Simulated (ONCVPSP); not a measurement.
lanthanum, ONCV: configuration errors across variants

```json
{
 "Element": "lanthanum (La)",
 "Generator": "ONCVPSP 4.0.1",
 "Type": "optimised norm-conserving Vanderbilt (ONCV)",
 "Functional": "PBE",
 "Relativity": "scalar-relativistic",
 "Frozen core": "[Kr] 4d10",
 "Valence charge": "11",
 "Reference configuration": "5s2 5p6 5d1 6s2",
 "Partial waves": "5s+6s: rc 2.50 bohr, ncon 3, nbas 7, qcut 6.3 1/bohr, 2 projectors; 5p: rc 2.45 bohr, ncon 3, nbas 6, qcut 6.2 1/bohr, 2 projectors, debl 1.2 Ha; 5d: rc 3.85 bohr, ncon 4, nbas 9, qcut 4 1/bohr, 2 projectors, debl 3.8 Ha; f scattering state at 0.07 Ha: rc 3.00 bohr, ncon 4, nbas 8, qcut 4.1 1/bohr, 1 projector",
 "Local potential": "polynomial inside 1.55 bohr (lpopt 5, dvloc0 6 Ha)",
 "Core correction": "polynomial model core, fcfact 0.6"
}
```

In the f channel the program set the typed energies aside and used -0.160 Ha.

All-electron excitation energies from the reference (eV): (1) 5s2 5p6 5d1 6s1 5.966; (2) 5s2 5p6 5d1 6s0 16.855; (3) 5s2 5p6 5d0 6s0 35.804; (4) 5s2 5p5 5d1 6s2 26.972.

Errors AE − PS in meV (a dash: test not solved or not reliable):

| change | (1) | (2) | (3) | (4) | bound ghosts | GHOST(+) flags above zero |
| --- | --- | --- | --- | --- | --- | --- |
| base | -6.7 | -36 | +23 | -88 | none | d |
| p: qcut 4 | -6.6 | -36 | +26 | -118 | none | d |
| p: qcut 4.5 | -6.6 | -36 | +25 | -114 | none | d |
| p: qcut 5.2 | -6.7 | -36 | +24 | -104 | none | d |
| p: qcut 5.8 | -6.7 | -36 | +23 | -94 | none | d |
| p: qcut 6.6 | -6.7 | -36 | +23 | -89 | none | d |
| p: qcut 7 | -6.7 | -36 | +23 | -87 | none | d |
| p: qcut 7.9 | -6.7 | -37 | +23 | -84 | none | d |
| p: qcut 8.8 | -6.7 | -37 | +22 | -82 | none | d |

Problem. Give the same row for: p: qcut 9.4.

Solution. -6.7, -37, +22, -82; bound ghosts: none; GHOST(+) flags above zero: d.
